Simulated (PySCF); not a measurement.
Al(Cl) cation (AlCl), SMILES [Cl][Al] (connectivity only; charge and spin as stated), charge +1, multiplicity 2.

Geometry optimised at B3LYP-D3(BJ)/def2-TZVPD. The multiplicity is an assumed one; other spin states were not compared.

All values below come from ωB97X/def2-TZVPD (PySCF).

Gas-phase values at a fixed geometry.

Computed frontier levels, dipole moment and polarisability:
The α spin, highest occupied and lowest empty level is -16.90 and -6.04 eV and the β spin, highest occupied and lowest empty level is -18.21 and -9.91 eV. The dipole moment about the centre of nuclear charge comes out as 5.70 D. The mean static polarisability is 35.8 bohr³ (5.31 Å³). The polarisability, principal values is 31.9, 31.9, 43.6 bohr³ and the ⟨S²⟩ comes out as 0.753 (pure state 0.75).
